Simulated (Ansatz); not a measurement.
Reactions of C2H4AlN (`N#C[CH2][AlH2]`).

Gas-phase electronic energies from Ansatz, PBE0-D4/def2-TZVP geometries. CCSD(T)/CBS is the MP2 limit (def2-TZVPP, def2-QZVPP) plus CCSD(T) − MP2 in def2-TZVPP, frozen cores. This one scheme is used for every species. DFT in def2-TZVPP. Triplets are unrestricted, without spin–orbit coupling. Elements past krypton have def2 core potentials. For Te outer-core shells are correlated without core-valence functions, which leaves a few kJ/mol of doubt a bond. One conformer a species, not always the lowest.

```csv
reaction,B2PLYP (kJ/mol),HF/CBS(def2) (kJ/mol),CCSD/CBS(def2) (kJ/mol),CCSD(T)/CBS(def2) (kJ/mol)
`N#C[CH2][AlH2]` → `N#[C][AlH2]` + `[CH2]` (triplet),395,249,389,401
`N#C[CH2][AlH2]` + `OP[SiH3]` → `O[P]([AlH2])[SiH3]` + `CC#N`,-37,-33,-39,-41
`N#C[CH2][AlH2]` + `CC[TeH]` → `[AlH2][CH2]C[TeH]` + `CC#N`,16,16,14,15
`N#C[CH2][AlH2]` + `[SiH3]O[SiH3]` → `[AlH2][SiH2]O[SiH3]` + `CC#N`,17,16,14,15
```

Largest T1 diagnostic: 0.014, for `O[P]([AlH2])[SiH3]`.
